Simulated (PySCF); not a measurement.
# TDDFT excited states: C4H7F3S

Compound: C4H7F3S.
InChI=1S/C4H7F3S/c1-2-8-3-4(5,6)7/h2-3H2,1H3

Level of theory: PySCF, TDDFT PBE0/def2-SVPD, vertical, gas phase, core orbitals frozen in the response. Isolated species at its GFN2-xTB geometry (one conformer only). Torsions of this conformer, `[CH3:1][CH2:2][S:3][CH2:4][C:5]([F:6])([F:7])[F:8]`: C1–C2–S3–C4 60°, C2–S3–C4–C5 65°, S3–C4–C5–F6 44°.

Problem. List the vertical singlet excitations with oscillator strengths and describe the spectrum.

Solution. 

```json
{"state": "S1", "λ (nm)": "219.5", "E (eV)": "5.65", "f": "0.0007", "|μ| (D)": "0.18", "main configurations (H = HOMO, L = LUMO)": "H→L (92%)"}
{"state": "S2", "λ (nm)": "197.9", "E (eV)": "6.27", "f": "0.034", "|μ| (D)": "1.20", "main configurations (H = HOMO, L = LUMO)": "H→L+1 (84%), H→L+2 (15%)"}
{"state": "S3", "λ (nm)": "190.1", "E (eV)": "6.52", "f": "0.0067", "|μ| (D)": "0.52", "main configurations (H = HOMO, L = LUMO)": "H→L+2 (82%), H→L+1 (14%)"}
{"state": "S4", "λ (nm)": "174.4", "E (eV)": "7.11", "f": "0.019", "|μ| (D)": "0.84", "main configurations (H = HOMO, L = LUMO)": "H→L+4 (46%), H→L+3 (46%)"}
{"state": "S5", "λ (nm)": "170.6", "E (eV)": "7.27", "f": "0.0052", "|μ| (D)": "0.43", "main configurations (H = HOMO, L = LUMO)": "H→L+3 (50%), H→L+4 (39%)"}
{"state": "S6", "λ (nm)": "167.1", "E (eV)": "7.42", "f": "0.020", "|μ| (D)": "0.84", "main configurations (H = HOMO, L = LUMO)": "H→L+5 (88%)"}
```

Triplets (Tamm–Dancoff): T1 5.12 eV, H→L (85%), H→L+4 (9%); T2 5.77 eV, H→L+2 (76%), H→L+5 (12%).

The lowest singlet comes at 219 nm (545 kJ/mol) in the ultraviolet; it is very weak; its leading configuration is HOMO→LUMO (92%). The strongest level in the table is S2 at 6.27 eV (198 nm, f = 0.034). Löwdin shares by element: HOMO sulfur 70%, carbon 17% or more; LUMO sulfur 57%, carbon 17% or more, hydrogen 4% or more (atoms not listed hold the other 22%). Weighted by f, the mean energy of these states is 6.80 eV. Orbital energies (eV): HOMO-3 -10.70, HOMO-2 -10.17, HOMO-1 -9.09, HOMO -6.88, LUMO 0.38, LUMO+1 0.52, LUMO+2 0.85. The oscillator strengths of these states sum to 0.086; summed over the whole spectrum of an exact calculation they would give the number of electrons, 74 (Thomas–Reiche–Kuhn). Only the lowest 6 singlets were computed, as vertical energies without vibronic structure.

Without π bonds the low states are Rydberg-like; a valence basis with one diffuse set may place them up to an eV too high.
